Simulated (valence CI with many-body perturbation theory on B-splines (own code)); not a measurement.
# Missing levels of Lu LXV

Level of theory: relativistic CI+MBPT: five valence electrons over a frozen Dirac-Fock core [He], a basis of 11 s, 11 p, 10 d, 8 f, 5 g, 2 h functions for each j, with the one-electron correlation potential Σ1 (screened to all orders), the two-electron term Σ2, the three-electron term Σ3, Breit, model QED; selected single and double excitations, second order for the rest, scaled by the run's own slope (own B-spline code, finite nucleus).

No measured spectrum was set against this ion. As an estimate, large intervals hold to a few tenths of a per cent, small ones and those within an open d or f shell to about a per cent. Among the levels kept, up to 7400 cm⁻¹ of a level comes from second order outside the variational space, and about a tenth of that is noise between levels of different J, which matters for small intervals.

| Level | E (× 10³ cm⁻¹) |
| --- | --- |
| (2s^2 2p1/2^2 2p3/2) J=3/2 | 0.00 |
| (2s^2 2p1/2 2p3/2^2) J=3/2 | 9226.9 |
| (2s^2 2p1/2 2p3/2^2) J=5/2 | ? |
| (2s^2 2p1/2 2p3/2^2) J=1/2 | 9808.0 |
| (2s 2p1/2^2 2p3/2^2) J=5/2 | 11845 |
| (2s 2p1/2^2 2p3/2^2) J=1/2 | ? |
| (2s 2p1/2^2 2p3/2^2) J=3/2 | 12664 |
| (2s^2 2p3/2^3) J=3/2 | 19054 |
| (2s 2p1/2 2p3/2^3) J=3/2 [a] | 21284 |
| (2s 2p1/2 2p3/2^3) J=5/2 | 21608 |
| (2s 2p1/2 2p3/2^3) J=1/2 | 22096 |
| (2s 2p1/2 2p3/2^3) J=3/2 [b] | 22166 |
| (2p1/2^2 2p3/2^3) J=3/2 | ? |
| (2s 2p3/2^4) J=1/2 | 31467 |
| (2p1/2 2p3/2^4) J=1/2 | 34513 |
| (2s^2 2p1/2^2 3s) J=1/2 | 65318 |
| (2s^2 2p1/2^2 3p1/2) J=1/2 | 66112 |
| (2s^2 2p1/2^2 3p3/2) J=3/2 | ? |
| (2s^2 2p1/2^2 3d3/2) J=3/2 | ? |
| (2s^2 2p1/2^2 3d5/2) J=5/2 | ? |

Levels are named by their leading jj configuration (3d3/2^4 stands for four electrons in 3d with j = 3/2), which in mixed levels can hold well under half, so a name can repeat and another be missing. Letters in brackets count levels of one name in rising energy.

(1) The levels stand in rising order. What does the calculation give for the missing energies?

## Answers

(1) (2s^2 2p1/2 2p3/2^2) J=5/2 9412.0; (2s 2p1/2^2 2p3/2^2) J=1/2 12654; (2p1/2^2 2p3/2^3) J=3/2 25055; (2s^2 2p1/2^2 3p3/2) J=3/2 68960; (2s^2 2p1/2^2 3d3/2) J=3/2 69657; (2s^2 2p1/2^2 3d5/2) J=5/2 70468.
